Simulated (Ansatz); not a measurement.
`CO[SiH](C)C#N` and `C[SiH](C)C#N` differ in one atom or group.

Ansatz, PBE0-D4/def2-TZVP geometries, multiplicity 1. Each molecule was computed in one conformer, which needn't be the lowest.

```csv
property,`CO[SiH](C)C#N`
LUMO energy (PBE0/def2-TZVPP) / eV,-0.57
HOMO energy (PBE0/def2-TZVPP) / eV,-8.77
"ideal-gas entropy at 298 K and 1 bar (rigid rotor, harmonic PBE0-D4/def2-TZVP) / J/(mol·K)",383
LUMO energy (PBE/def2-TZVPP) / eV,-1.55
LUMO energy (ωB97M-V/def2-TZVPP) / eV,1.44
HOMO energy (ωB97M-V/def2-TZVPP) / eV,-11.16
```

Give the same properties after the change, and the shifts. (An estimate is asked.)

Computed: 
```json
{"property": "LUMO energy (PBE0/def2-TZVPP) / eV", "`C[SiH](C)C#N`": "-0.19", "shift": "0.38"}
{"property": "HOMO energy (PBE0/def2-TZVPP) / eV", "`C[SiH](C)C#N`": "-9.24", "shift": "-0.47"}
{"property": "ideal-gas entropy at 298 K and 1 bar (rigid rotor, harmonic PBE0-D4/def2-TZVP) / J/(mol·K)", "`C[SiH](C)C#N`": "350", "shift": "-33"}
{"property": "LUMO energy (PBE/def2-TZVPP) / eV", "`C[SiH](C)C#N`": "-1.16", "shift": "0.39"}
{"property": "LUMO energy (ωB97M-V/def2-TZVPP) / eV", "`C[SiH](C)C#N`": "1.69", "shift": "0.25"}
{"property": "HOMO energy (ωB97M-V/def2-TZVPP) / eV", "`C[SiH](C)C#N`": "-11.49", "shift": "-0.33"}
```

With PBE0 the HOMO falls by 0.47 eV and the LUMO rises by 0.38 eV, so the gap widens by about 0.85 eV. PBE moves the HOMO by -0.73 eV and ωB97M-V by -0.33 eV. The zero-point energy changes by -15.7 kJ/mol with -3 modes.

Positive LUMOs are unbound, so they and the gaps depend on the basis.
